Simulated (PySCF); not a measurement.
# Deuteron quadrupole couplings in `C=C(C)[P@@](=O)(CC)C(F)(F)F`

Compound: C6H10F3OP.
Geometry (GFN2-xTB, Å), atoms numbered from 1 in this order:
```xyz
21
C6H10F3OP angstrom
C     -2.3959    0.0412    1.3700
C     -1.5713   -0.1797    0.3564
C     -1.9379   -0.8274   -0.9376
P      0.1500    0.3625    0.6073
O      0.4719    0.9098    1.9213
C      1.2933   -0.9352   -0.0224
C      2.7311   -0.5146    0.2514
C      0.3151    1.7323   -0.6989
F      1.4460    2.4189   -0.5252
F      0.3135    1.3105   -1.9742
F     -0.7021    2.5936   -0.5778
H     -2.0335    0.5088    2.2710
H     -3.4382   -0.2321    1.3377
H     -3.0068   -1.0237   -0.9697
H     -1.6740   -0.1895   -1.7795
H     -1.4062   -1.7712   -1.0533
H      1.0498   -1.8456    0.5338
H      1.1227   -1.1164   -1.0843
H      3.0045    0.3525   -0.3465
H      3.4168   -1.3266    0.0186
H      2.8423   -0.2511    1.3015
```

Level: PBE0/pcSseg-1 (PySCF, non-relativistic); Q(2H) = 0.00286 b; rigid geometry, the same for H and D, with no vibrational averaging.

Question: Rank these positions by the coupling χzz of a deuteron there, largest first.
A. H21 (methyl hydrogen)
B. H12 (vinylic hydrogen)
C. H14 (methyl hydrogen)
D. H13 (vinylic hydrogen)

Answer: D (224 kHz), B (217 kHz), C (211 kHz), A (205 kHz).

Give the electric field gradient Vzz (the principal value of largest size), its asymmetry and the 2H coupling at each hydrogen.

| atom | bonded to | bond length (Å) | Vzz (au) | η | χzz (kHz) |
| --- | --- | --- | --- | --- | --- |
| H12 | C1 | 1.078 | 0.3235 | 0.04 | 217 |
| H13 | C1 | 1.078 | 0.3329 | 0.03 | 224 |
| H14 | C3 | 1.087 | 0.3138 | 0.03 | 211 |
| H15 | C3 | 1.089 | 0.3061 | 0.04 | 206 |
| H16 | C3 | 1.089 | 0.3102 | 0.03 | 208 |
| H17 | C6 | 1.094 | 0.3002 | 0.02 | 202 |
| H18 | C6 | 1.091 | 0.3059 | 0.02 | 206 |
| H19 | C7 | 1.088 | 0.3084 | 0.05 | 207 |
| H20 | C7 | 1.088 | 0.3145 | 0.03 | 211 |
| H21 | C7 | 1.088 | 0.3051 | 0.04 | 205 |

How does χzz go with the bond length over the 10 C–H bonds?

A straight-line fit has a slope of -11.8 kHz for each 0.01 Å, with a correlation coefficient of -0.94, over lengths from 1.078 to 1.094 Å. The longer bonds have the smaller couplings here.

A static deuteron (I = 1) shows a doublet split by (3/2)χ, (3/4)χ(1 + η) and (3/4)χ(1 − η) with the field along z, y and x of the gradient. What are these for H15?

With |χ| = 205.7 kHz and η = 0.040: 309, 160 and 148 kHz, to first order and without motion.

Geometry: GFN2-xTB, one conformer, isolated molecule. GFN2-xTB bond lengths can be off by several hundredths of an ångström, more for odd bonds, and the gradients follow them. The basis is small and wasn't made for field gradients, so the couplings can be 20 % off.

The run behind these numbers computed NMR shieldings as well. The run took 49 s on an Arm Neoverse V2 with one thread, no GPU, on a shared host, and the process peaked at 1.1 GiB of memory.
